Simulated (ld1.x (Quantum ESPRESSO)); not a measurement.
Cl: one change to a TM potential, before and after

- Element: chlorine (Cl)
- Generator: ld1.x (Quantum ESPRESSO) 7.5
- Type: norm-conserving Troullier–Martins (Kleinman–Bylander form)
- Functional: LDA (PZ)
- Relativity: non-relativistic
- Frozen core: [Ne]
- Valence charge: 7
- Reference configuration: 3s2 3p5
- Partial waves: 3s (bound): rc 1.35 bohr; 3d channel at 0.45 Ry: rc 1.05 bohr; 3p (bound): rc 1.20 bohr
- Local potential: the p channel
- Core correction: none

All-electron outer shells of the reference configuration (LDA (PZ), non-relativistic, ld1.x):

```
shell  level (eV)  outermost node (bohr)  outermost maximum (bohr)
   2p     -191.57                      –                      0.30
   3s      -20.53                   0.56                      1.29
   3p       -8.72                   0.53                      1.43
```

Change: wave 3p (bound): rc 1.20 bohr becomes 3p (bound): rc 1.74 bohr.

Cutoffs: the cutoffs (Ry, on a coarse ladder) from which the occupation-weighted sum of valence levels, in a spherical-Bessel basis at the reference potential, stays within 10 and 1 mRy of its value at 400 Ry; they do not see the model core or the augmentation charge, which bear on the density cutoff. Errors are all-electron minus pseudo energies relative to the spin-unpolarised reference configuration.

Predict the effect on cutoff, ghosts and configuration errors.

The potential gets softer (60 Ry and 110 Ry → 50 Ry and 70 Ry); the errors of the 9 common tests hardly move; neither file shows a bound ghost. A larger radius leaves more room for a smooth pseudo-wave, so fewer plane waves are needed.

| quantity | base | changed |
| --- | --- | --- |
| cutoff, loose | 60 Ry | 50 Ry |
| cutoff, tight | 110 Ry | 70 Ry |
| loose cutoff by channel (10 mRy a level) | s 30 Ry, p 15 Ry | s 30 Ry, p 12 Ry |
| bound ghosts | none | none |
| error for 3s2 3p4, meV [ΔE 13.99 eV] | +5.3 | +5.2 |
| error for 3s2 3p3, meV [ΔE 39.53 eV] | +35 | +35 |
| error for 3s2 3p2, meV [ΔE 77.93 eV] | +122 | +120 |
| error for 3s1 3p5, meV [ΔE 26.39 eV] | +12 | +12 |
| error for 3s2 3p4.5, meV [ΔE 5.64 eV] | +1.0 | +1.0 |
| error for 3s2 3p1, meV [ΔE 130.30 eV] | +321 | +315 |
| error for 3s2 3p5.3, meV [ΔE -2.18 eV] | +0.2 | +0.2 |
| error for 3s2 3p5 (spin-polarised), meV [ΔE -0.19 eV] | +17 | +17 |
| error for 3s2 3p4 (spin-polarised), meV [ΔE 13.11 eV] | +95 | +95 |
